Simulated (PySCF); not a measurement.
Excitation energy of O by level of theory

O [He] 2s2 2p4 (3P) → O [He] 2s1 2p4 3s1 (5P), as a difference of total energies. All numbers are calculated (PySCF 2.14, the non-relativistic Hamiltonian (point nucleus), in aug-cc-pVTZ with one added diffuse shell each of s, p, d, f type (6s5p4d3f, 62 functions)). Correlated levels: valence: 1s2 frozen. The calculations carry no spin-orbit coupling.

| method | excitation energy (cm⁻¹) |
| --- | --- |
| UHF | 182940 |
| LDA | 190710 |
| PBE | 189340 |
| PBE0 | 190600 |
| r2SCAN | 188040 |
| BP86 | 189820 |
| BLYP | 191420 |
| PW91 | 189970 |
| CAM-B3LYP | 194180 |
| MP2 (valence) | 192110 |
| SCS-MP2 (valence) | 193230 |

The upper state lies above the first ionisation limit, where it may autoionise and the basis confines it. A Rydberg-like electron needs more diffuse functions than a valence basis has.

The promoted electron is Rydberg-like, and one or two diffuse shells describe it only roughly, which tends to raise the upper state.
